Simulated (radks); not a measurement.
Values are calculated unless marked as measured or tabulated.
F7+, configuration [He]. Code: a radial shooting solver on a logarithmic mesh with Libxc functionals. Model: Dirac Kohn-Sham, LB94 model potential, spin-unpolarised, spherical densities, finite nucleus; Fermi nuclear charge, rms radius 2.8976 fm. Some entries of the table are withheld. Estimate them.

| orbital | occ. | eigenvalue (hartree) | r(max) (bohr) | <1/r> (bohr^-1) |
|---|---|---|---|---|
| 1s1/2 | 2 | (1) | (2) | (3) |
| 2s1/2 | 0 | -8.02995 | 0.6305 | 2.050 |
| 2p1/2 | 0 | -7.74294 | (4) | (5) |
| 2p3/2 | 0 | -7.73571 | (6) | (7) |

Answer. 
(1) 1s1/2 eigenvalue (hartree): -34.44467
(2) 1s1/2 r(max) (bohr): 0.1143
(3) 1s1/2 <1/r> (bohr^-1): 8.680
(4) 2p1/2 r(max) (bohr): 0.4993
(5) 2p1/2 <1/r> (bohr^-1): 2.002
(6) 2p3/2 r(max) (bohr): 0.5000
(7) 2p3/2 <1/r> (bohr^-1): 1.998
